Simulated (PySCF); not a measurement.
Ti(OMe)(H)3 (CH6OTi), SMILES C[O][TiH3], multiplicity 1. Atoms are numbered in the order given.

```xyz
9

Ti     0.0000     0.0000     0.9934
O      0.0000     0.0000    -0.7331
C      0.0000     0.0000    -2.1326
H     -0.2314    -1.0171    -2.5145
H     -0.7651     0.7089    -2.5145
H      0.9965     0.3082    -2.5145
H      0.3802     1.6112     1.4498
H      1.2053    -1.1349     1.4498
H     -1.5855    -0.4763     1.4498
```
Charge 0, spin multiplicity 1.

The structure is a stationary point at PBE-D3(BJ)/def2-SVP. The multiplicity is an assumed one; other spin states were not compared.

Computed with PBE-D3(BJ)/def2-SVP run with PySCF 2.14.0.

Frequencies are harmonic and unscaled.

Modes within 1.5 cm⁻¹ of each other (mostly degenerate sets) share a row, with their intensities summed.

Computed normal modes with their intensities:
```
mode   ν (cm⁻¹)  IR (km/mol)  Raman (Å⁴/amu)  depolarisation  moving atoms (share of kinetic energy)
-----  --------  -----------  --------------  --------------  --------------------------------------
1            41          0.0             0.0               –                                 H 100 %
2–3         108          6.0             4.6            0.75                  O 57 %, H 29 %, C 12 %
4–5         441         43.6            27.8            0.75                          H 82 %, O 10 %
6           515         54.0            32.2            0.58                   H 66 %, C 18 %, O 9 %
7–8         625        177.0           130.3            0.75                                  H 99 %
9           691        171.2             5.3            0.36                 H 42 %, Ti 31 %, C 24 %
10–11      1117          0.0             2.6            0.75                          H 76 %, C 19 %
12         1214        442.5            57.7            0.26                          O 61 %, C 34 %
13–14      1406         11.7            58.0            0.75                                  H 97 %
15         1412          2.9            18.2            0.59                                  H 86 %
16–17      1633        686.4           212.0            0.75                                  H 97 %
18         1666        120.1           305.2            0.01                                  H 99 %
19         2947         46.9           302.1            0.03                                  H 98 %
20–21      3044         25.4           240.7            0.75                          H 90 %, C 10 %
```
